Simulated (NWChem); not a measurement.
System: C₃H₅F; SMILES C(/C)=C/F

Output (shortened):

```
             Northwest Computational Chemistry Package (NWChem) 7.3.0
             --------------------------------------------------------

                             Geometry "geometry" -> ""
                             -------------------------

 Output coordinates in angstroms (scale by  1.889725989 to convert to a.u.)

  No.       Tag          Charge          X              Y              Z
 ---- ---------------- ---------- -------------- -------------- --------------
    1 C                    6.0000     0.55150500     1.48402200     0.00000000
    2 C                    6.0000    -0.65111800     0.59111900     0.00000000
    3 C                    6.0000    -0.61620800    -0.75018200     0.00000000
    4 F                    9.0000     0.53838600    -1.44768800     0.00000000
    5 H                    1.0000     1.48840100     0.89553000     0.00000000
    6 H                    1.0000     0.56006900     2.14944200     0.88968900
    7 H                    1.0000     0.56006900     2.14944200    -0.88968900
    8 H                    1.0000    -1.65475500     1.04679000     0.00000000
    9 H                    1.0000    -1.50290200    -1.40554400     0.00000000

 Effective nuclear repulsion energy (a.u.)     114.9833955566

  xc_inp: hfexch multiplicative factor not found.

                                 NWChem DFT Module
                                 -----------------

 Summary of "ao basis" -> "ao basis" (spherical)
 ------------------------------------------------------------------------------
       Tag                 Description            Shells   Functions and Types
 ---------------- ------------------------------  ------  ---------------------
 C                           6-31g*                  6       14   3s2p1d
 F                           6-31g*                  6       14   3s2p1d
 H                           6-31g*                  2        2   2s

            General Information
            -------------------
          SCF calculation type: DFT
          Wavefunction type:  closed shell.
          No. of atoms     :     9
          No. of electrons :    32
           Alpha electrons :    16
            Beta electrons :    16
          Charge           :     0
          Spin multiplicity:     1
          Use of symmetry is: off; symmetry adaption is: off
          Maximum number of iterations: 150
          AO basis - number of functions:    66
                     number of shells:    34
          Convergence on energy requested:  1.00D-06
          Convergence on density requested:  1.00D-05
          Convergence on gradient requested:  5.00D-04

              XC Information
              --------------
                     Hartree-Fock (Exact) Exchange  1.000

      Superposition of Atomic Density Guess
      -------------------------------------

 Sum of atomic energies:        -214.84425716

      Non-variational initial energy
      ------------------------------

 Total energy =    -216.806898
 1-e energy   =    -521.096105
 2-e energy   =     189.305812
 HOMO         =      -0.255763
 LUMO         =       0.069652

     ---------------------------------------------
      Total Density - Mulliken Population Analysis
     ---------------------------------------------

    Atom       Charge   Shell Charges
 -----------   ------   -------------------------------------------------------
    1 C    6     6.68   2.00  0.71  2.02  0.69  1.23  0.03
    2 C    6     6.37   2.00  0.73  1.97  0.56  1.08  0.03
    3 C    6     5.59   2.00  0.70  1.61  0.50  0.72  0.06
    4 F    9     9.45   2.00  0.94  3.39  1.01  2.10  0.01
    5 H    1     0.77   0.46  0.31
    6 H    1     0.77   0.46  0.31
    7 H    1     0.77   0.46  0.31
    8 H    1     0.77   0.46  0.31
    9 H    1     0.82   0.47  0.35

[...]

                     NWChem Electrostatic Potential Fit Module
                     -----------------------------------------

 Atom parameters

 Number of atoms is                                    9
 Number of basis functions is                         66

 Grid parameters

 Maximum number of grid points is                  37053
 Number of grid points is                          37052
 Grid range                                     0.300000 nm
 Grid spacing                                   0.020000 nm
 Probe radius                                   0.070000 nm
 Atom radius factor                             1.000000

 Atomic radii

    1    0.100000
    6    0.147000
    9    0.128000
 FASTESP  F
  using M.O. file = ./job.movecs

    Atom              Coordinates                           Charge

                                                  ESP

    1 C     0.055151    0.148402    0.000000    0.186109
    2 C    -0.065112    0.059112    0.000000   -0.229081
    3 C    -0.061621   -0.075018    0.000000    0.024853
    4 F     0.053839   -0.144769    0.000000   -0.174787
    5 H     0.148840    0.089553    0.000000    0.005938
    6 H     0.056007    0.214944    0.088969   -0.025363
    7 H     0.056007    0.214944   -0.088969   -0.025413
    8 H    -0.165476    0.104679    0.000000    0.107910
    9 H    -0.150290   -0.140554    0.000000    0.129833
                                            ------------
                                                0.000000

 Dipole moment                                  0.608501

 Quadrupole moment Qxx                          2.401872
                   Qyy                         -0.769535
                   Qzz                         -1.632337

 RMS deviation kJ/mol                           0.070673

 RRMS %                                        42.852705
```

Level: Hartree-Fock/6-31G* (spherical d). The geometry was optimised at PBE-D3(BJ)/def2-SVP.

Problem. Write an input that gives this output.

Solution. One answer among several that fit: the input that was run:
```
start job
memory heap 200 mb stack 900 mb global 1100 mb
geometry units angstroms noautosym nocenter noautoz
  C      0.551505     1.484022     0.000000
  C     -0.651118     0.591119     0.000000
  C     -0.616208    -0.750182     0.000000
  F      0.538386    -1.447688     0.000000
  H      1.488401     0.895530     0.000000
  H      0.560069     2.149442     0.889689
  H      0.560069     2.149442    -0.889689
  H     -1.654755     1.046790     0.000000
  H     -1.502902    -1.405544     0.000000
end
basis spherical
  * library 6-31g*
end
dft
  xc hfexch
  iterations 150
  mulliken
end
task dft energy
esp
  recalculate
  probe 0.07
  range 0.3
  factor 1.0
  spacing 0.02
end
task esp
```
